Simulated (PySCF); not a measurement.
HFSi, charge +1, doublet, at a GFN2-xTB geometry (a state made from the parent by changing its charge; the spin is typed, not shown lowest); PySCF with DF-B3LYP5/6-31G**.

Here is a job for PySCF.
```python
from pyscf import gto, scf, dft

mol = gto.M(
    atom='''
Si   -0.27091864   -0.35672587    0.33708443
H    -1.03666430   -1.36504615   -0.39612972
F     0.53661392    0.70657870   -0.48033915
''',
    basis='6-31g**',
    charge=1,
    spin=1,
    verbose=4,
)

mf = dft.UKS(mol)
mf.xc = 'b3lyp5'
mf = mf.density_fit(auxbasis='def2-universal-jkfit')
mf.kernel()
```

What the program printed (banner, timings and long lists left out):

```
PySCF version 2.14.0

[INPUT] verbose = 4
[INPUT] num. atoms = 3
[INPUT] num. electrons = 23
[INPUT] charge = 1
[INPUT] spin (= nelec alpha-beta = 2S) = 1
[INPUT] symmetry False subgroup None
[INPUT] Mole.unit = angstrom
[INPUT] Symbol           X                Y                Z      unit          X                Y                Z       unit  Magmom
[INPUT]  1 Si    -0.270918640000  -0.356725870000   0.337084430000 AA   -0.511962031640  -0.674114195847   0.636997253555 Bohr   0.0
[INPUT]  2 H     -1.036664300000  -1.365046150000  -0.396129720000 AA   -1.959011610114  -2.579563370892  -0.748576680601 Bohr   0.0
[INPUT]  3 F      0.536613920000   0.706578700000  -0.480339150000 AA    1.014053343429   1.335240228451  -0.907709440406 Bohr   0.0

nuclear repulsion = 49.4834765122269
number of shells = 17
number of NR pGTOs = 85
number of NR cGTOs = 37
basis = 6-31g**
ecp = {}

******** <class 'pyscf.df.df_jk.DFUKS'> ********
method = DFUKS
initial guess = minao
damping factor = 0
level_shift factor = 0
DIIS = <class 'pyscf.scf.diis.CDIIS'>
diis_start_cycle = 1
diis_space = 8
diis_damp = 0
SCF conv_tol = 1e-09
SCF conv_tol_grad = None
SCF max_cycles = 50
direct_scf = False
number electrons alpha = 12  beta = 11
XC library pyscf.dft.libxc version 7.1.2
    S. Lehtola, C. Steigemann, M. J. T. Oliveira, and M. A. L. Marques,  SoftwareX 7, 1–5 (2018)
XC functionals = b3lyp5
    P. A. M. Dirac,  Math. Proc. Cambridge Philos. Soc. 26, 376 (1930)
    F. Bloch,  Z. Phys. 57, 545 (1929)
    A. D. Becke,  Phys. Rev. A 38, 3098 (1988)
    C. Lee, W. Yang, and R. G. Parr,  Phys. Rev. B 37, 785 (1988)
    B. Miehlich, A. Savin, H. Stoll, and H. Preuss,  Chem. Phys. Lett. 157, 200 (1989)
    S. H. Vosko, L. Wilk, and M. Nusair,  Can. J. Phys. 58, 1200 (1980)
radial grids:
    Treutler-Ahlrichs [JCP 102, 346 (1995); DOI:10.1063/1.469408] (M4) radial grids

becke partition: Becke, JCP 88, 2547 (1988); DOI:10.1063/1.454033
pruning grids: <function nwchem_prune>
grids dens level: 3
symmetrized grids: False
atomic radii adjust function: <function treutler_atomic_radii_adjust>
small_rho_cutoff = 0
Set gradient conv threshold to 3.16228e-05
tot grids = 43256
******** <class 'pyscf.df.df.DF'> ********
auxbasis = def2-universal-jkfit
init E= -389.851453217048

cycle= 1 E= -389.40450616819  delta_E= 0.447  |g|= 0.428  |ddm|= 1.17
cycle= 2 E= -389.005937521634  delta_E= 0.399  |g|= 1.15  |ddm|= 1.11
cycle= 3 E= -389.490455395677  delta_E= -0.485  |g|= 0.0398  |ddm|= 0.708
cycle= 4 E= -389.491373691236  delta_E= -0.000918  |g|= 0.0128  |ddm|= 0.0749
cycle= 5 E= -389.49147703535  delta_E= -0.000103  |g|= 0.00143  |ddm|= 0.0209
cycle= 6 E= -389.491479804134  delta_E= -2.77e-06  |g|= 0.00055  |ddm|= 0.0033
cycle= 7 E= -389.491480052147  delta_E= -2.48e-07  |g|= 0.000158  |ddm|= 0.000996
cycle= 8 E= -389.491480067944  delta_E= -1.58e-08  |g|= 1.75e-05  |ddm|= 0.000207
cycle= 9 E= -389.491480068336  delta_E= -3.92e-10  |g|= 5.65e-06  |ddm|= 4.14e-05
Extra cycle  E= -389.49148006834  delta_E= -4.26e-12  |g|= 9.15e-06  |ddm|= 1.38e-05
converged SCF energy = -389.49148006834  <S^2> = 0.75366487  2S+1 = 2.0036615
```
